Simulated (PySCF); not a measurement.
**Correlation energy of Ga⁺ (gallium, charge +1)**

[Ar] 3d10 4s1 4d1, high-spin 3D determinant (an excited configuration). Computed with PySCF 2.14 in x2c-QZVPPall with one added diffuse shell each of s, p, d, f type (12s8p6d5f1g, 110 functions), with the spin-free X2C one-electron Hamiltonian (Gaussian nucleus). Frozen: [Ar] 3d10; 2 electrons correlated.

With two correlated electrons CCSD is exact within the correlated space (frozen core and kept virtual orbitals).

```tsv
level	correlation energy (mhartree)
CCSD	-6.84
```

Diagnostics: T1 = 0.0092, D1 = 0.0182, largest double amplitude 0.040.

The outer electron is Rydberg-like, and this basis confines it to a smaller radius and binds it less than a complete one would.

Cost of the coupled-cluster step: of the order of 30 core-seconds, for 2 correlated electrons.

Iterations:

```
CC2 = 0
CCSD nocc = (np.int64(2), np.int64(0)), nmo = (96, 96)
frozen orbitals [[0, 1, 2, 3, 4, 5, 6, 7, 8, 9, 10, 11, 12, 13], [0, 1, 2, 3, 4, 5, 6, 7, 8, 9, 10, 11, 12, 13]]
max_cycle = 100
direct = 0
conv_tol = 1e-08
conv_tol_normt = 1e-06
diis_space = 8
diis_start_cycle = 0
Init t2, MP2 energy = -0.00401204598340959
Init E_corr(UCCSD) = -0.00401204601357377
cycle = 1  E_corr(UCCSD) = -0.00553980149111272  dE = -0.00152775548  norm(t1,t2) = 0.0281741
cycle = 2  E_corr(UCCSD) = -0.00621301317019117  dE = -0.000673211679  norm(t1,t2) = 0.0140777
cycle = 3  E_corr(UCCSD) = -0.00684879862468703  dE = -0.000635785454  norm(t1,t2) = 0.00722031
cycle = 4  E_corr(UCCSD) = -0.00683459810819073  dE = 1.42005165e-05  norm(t1,t2) = 0.000695258
cycle = 5  E_corr(UCCSD) = -0.00683786135970897  dE = -3.26325152e-06  norm(t1,t2) = 0.000193452
cycle = 6  E_corr(UCCSD) = -0.00683666911281089  dE = 1.1922469e-06  norm(t1,t2) = 2.89816e-05
cycle = 7  E_corr(UCCSD) = -0.0068371468723656  dE = -4.77759555e-07  norm(t1,t2) = 6.57592e-06
cycle = 8  E_corr(UCCSD) = -0.00683712117986  dE = 2.56925056e-08  norm(t1,t2) = 4.15263e-06
cycle = 9  E_corr(UCCSD) = -0.00683702202200577  dE = 9.91578542e-08  norm(t1,t2) = 1.608e-06
cycle = 10  E_corr(UCCSD) = -0.006837033958577  dE = -1.19365712e-08  norm(t1,t2) = 5.15403e-07
cycle = 11  E_corr(UCCSD) = -0.00683703377485495  dE = 1.83722042e-10  norm(t1,t2) = 2.43377e-07
UCCSD converged
E(UCCSD) = -1941.57092627034  E_corr = -0.006837033774854955
```
